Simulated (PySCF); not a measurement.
**How methods differ on the ionisation energy of Sm**

Sm [Xe] 4f6 6s2 (7F) → Sm+ [Xe] 4f6 6s1 (8F), as a difference of total energies. Computed with PySCF 2.14 in x2c-TZVPPall with one added diffuse shell each of s, p, d, f type (12s8p8d5f2g, 129 functions), with scalar relativity by spin-free X2C-1e. The calculations carry no spin-orbit coupling.

| method | ionisation energy (eV) |
| --- | --- |
| UHF | 4.587 |
| r2SCANh | 5.233 |
| BP86 | 5.717 |
| PBEsol | 5.545 |

For comparison: 5.626 eV (measured; NIST levels, between the centres of gravity of the two terms).
